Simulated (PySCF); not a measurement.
Delta-SCF ions had no search for a lower state. Excitations are Tamm–Dancoff values on a coarser integration grid. The basis has no diffuse functions, so Rydberg states are missing or too high.

## H₆OSi₂, SMILES `O([SiH3])[SiH3]` (charge 0, multiplicity 1)

The numbers are results of r2SCAN-D4/def2-TZVP run with PySCF 2.14.0, not measurements.

The HOMO comes out as -7.68 eV and the dipole moment is 0.25 D. The HOMO–LUMO gap is 7.01 eV. The LUMO comes out as -0.67 eV. The S1 excitation (TDA) is 7.01 eV and the S1 oscillator strength is 0.000. The T1 excitation (TDA) is 6.64 eV, the S1–T1 gap (TDA) is 0.37 eV and the vertical ionisation energy (Delta-SCF) comes out as 10.55 eV. The adiabatic ionisation energy (no zero-point term) comes out as 10.25 eV, the hole reorganisation energy (four-point) comes out as 0.627 eV and the total energy is -657.8448 Ha. The cost is roughly 7 core-minutes.

Bond lengths (Å): Si1–O2 1.636, Si1–H4 1.485, Si1–H5 1.481, Si1–H6 1.485, O2–Si3 1.636, Si3–H7 1.485, Si3–H8 1.481, Si3–H9 1.485. Angles (°): O2–Si1–H4 110.2, O2–Si1–H5 108.2, O2–Si1–H6 110.2, H4–Si1–H5 109.6, H4–Si1–H6 108.9, H5–Si1–H6 109.6, Si1–O2–Si3 146.3, O2–Si3–H7 110.2, O2–Si3–H8 108.2, O2–Si3–H9 110.2, H7–Si3–H8 109.6, H7–Si3–H9 108.9, H8–Si3–H9 109.6.
